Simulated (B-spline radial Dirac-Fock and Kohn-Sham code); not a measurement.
# Photoionisation of vanadium ions at Al Kα (taken as 1486.9 eV)

Calculated with a radial finite-basis atomic code, using independent-particle photoionisation in a Dirac-Hartree-Slater potential with a Latter tail, all multipoles, thresholds from Dirac-Fock ΔSCF. Cross sections in kb; a dash marks an empty subshell or a threshold above the photon energy.

```
 ion  configuration  total    2s  2p3/2  3p1/2  3d3/2  3d5/2
   V   [Ar] 3d3 4s2  205.0  50.4   87.4   4.64  0.171  0.251
  V⁺       [Ar] 3d4  204.1  50.5   87.5   4.51  0.204  0.300
 V⁹⁺   [Ne] 3s2 3p2  203.7  51.6   89.4   2.30      –      –
V¹³⁺   [He] 2s2 2p6  195.9  53.8   93.8      –      –      –
V¹⁴⁺   [He] 2s2 2p5  183.3  56.1   84.0      –      –      –
V¹⁹⁺       [He] 2s2  66.77  66.8      –      –      –      –
```
